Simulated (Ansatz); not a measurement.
BH4ClO3, closed shell: at a first-order saddle point.

in.yaml

```yaml
crystal:
  periodic: [false, false, false]
  atoms:
    - {symbol: B, position_ang: [-0.254825, -0.059879, -0.250737]}
    - {symbol: O, position_ang: [1.136557, 0.577777, -0.201275]}
    - {symbol: O, position_ang: [-0.392671, -1.273537, -0.837204]}
    - {symbol: O, position_ang: [-1.195648, 0.914601, -0.323341]}
    - {symbol: H, position_ang: [1.247142, 0.269387, 0.825328]}
    - {symbol: Cl, position_ang: [0.288664, -0.597236, 1.982611]}
    - {symbol: H, position_ang: [1.042642, 1.540906, -0.233151]}
    - {symbol: H, position_ang: [0.208689, -1.941451, -0.501309]}
    - {symbol: H, position_ang: [-2.080651, 0.569431, -0.460821]}
basis:
  gaussian: {orbitals: "def2-QZVPP.json"}
correlation: {method: mp2}
```

The basis file named in the input lies beside it (Basis Set Exchange, JSON).

Run by:

```bash
ansatz run in.yaml --threads 4 --pin off --events-out ev --progress --plain --max-ram 9574MiB
```

The run's output (Ansatz 0.2.0):

```
Functional definition: HF
  name "HF"
  cite "Fock, Z. Phys. 61, 126 (1930) doi:10.1007/BF01340294"
  parent pbe
  exchange = exact_x
  correlation = 0
2569 factors; integrals over basis functions are off by at most 7.9e-4 eV
mean field evaluation 1: about -19353.1039 eV, gradient 5.1e1 eV
mean field evaluation 2: about -19353.2055 eV, gradient 5.1e1 eV
mean field evaluation 4: about -19357.6565 eV, gradient 3.3e0 eV
mean field evaluation 8: about -19357.6970 eV, gradient 2.2e-1 eV
mean field -19357.69717728 eV, -711.3822501467 hartree, gradient 2.8e-6 eV, S^2 0.000000; 0 other end points of the search recorded, 0 dependent functions left out
9 core orbitals not correlated: weight in the atoms' cores, before any rotation towards them, 1.000 or more for the frozen orbitals, at most 0.000 for the correlated occupied ones
reference -19357.69717728 eV, -711.3822501467 hartree; 16, 16 occupied and 393, 393 virtual orbitals, 2569 factors
second order -30.62506792 eV of doubles, -0.00000000 eV of singles
Total energy: -19388.32224520 eV, -712.5077006342 hartree
```

Hardware: 4 CPU threads of an Arm Neoverse V2, shared host. Wall time 12 s; peak host memory 2.2 GiB.
